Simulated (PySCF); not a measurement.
# PbOBr₂ at several levels of theory

All levels use the PBE0 minimum (singlet; Pb–Br 2.543 Å (×2), Pb–O 1.899 Å; Br–Pb–Br 102.6°, Br–Pb–O 128.7° (×2)), basis [Pb def2-TZVP with ECP60, O def2-TZVP, Br def2-TZVP], scalar-relativistic core potentials, density fitting, no spin–orbit coupling, PySCF. For vertical energies the ionised species is a doublet (spins chosen at PBE0 and kept) and the electron-attached one a doublet. Atomisation goes to high-spin ground-configuration atoms, without zero-point energy. Open shells are unrestricted, also as the reference of the correlated levels. A dash marks a value that was not computed or is not defined at that level.

```
 level  atomisation (kJ/mol)  vertical IP (eV)  vertical EA (eV)  −ε(HOMO) (eV)  gap (eV)  dipole (D)
  PBE0                     ?                 ?                 ?              ?         ?           ?
    HF                   248              8.06              2.24          11.74     10.89        1.82
   MP2                   798             10.44              2.43              –         –           –
   PBE                   869              9.91              2.51           6.87      1.71        1.83
r2SCAN                     ?                 ?                 ?              ?         ?           ?
 B3LYP                   754              9.92              2.71           8.21      3.57        1.91
```

Problem. Fill in the row of r2SCAN.

Solution. atomisation (kJ/mol) 816, vertical IP (eV) 9.88, vertical EA (eV) 2.65, −ε(HOMO) (eV) 7.24, gap (eV) 2.10, dipole (D) 1.80.

Problem. Fill in the row of PBE0.

Solution. atomisation (kJ/mol) 769, vertical IP (eV) 9.81, vertical EA (eV) 2.68, −ε(HOMO) (eV) 8.47, gap (eV) 4.06, dipole (D) 1.92.

Without diffuse functions attachment energies tend to come out too low.

Spin–orbit coupling, left out here, can matter for elements this heavy.
